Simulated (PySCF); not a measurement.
A structure optimised at PBE-D3(BJ)/def2-SVP, used in a PySCF frequency run:

```xyz
11

C     -1.1723    -2.2804     0.0000
C      0.1608    -2.0784     0.0000
Si     0.9388    -0.3915     0.0000
O     -0.4257     0.6923     0.0000
C     -0.3577     1.9797     0.0000
N     -0.3380     3.1573     0.0000
H     -1.8852    -1.4389     0.0000
H     -1.6049    -3.2952     0.0000
H      0.8361    -2.9546     0.0000
H      1.7488    -0.0980     1.2279
H      1.7488    -0.0980    -1.2279
```

Write its SMILES, formula and point group.

C=C[SiH2]OC#N, C3H5NOSi, Cs

What are its rotational constants (standard atomic weights)?

7.9474, 1.4979, 1.2797 GHz
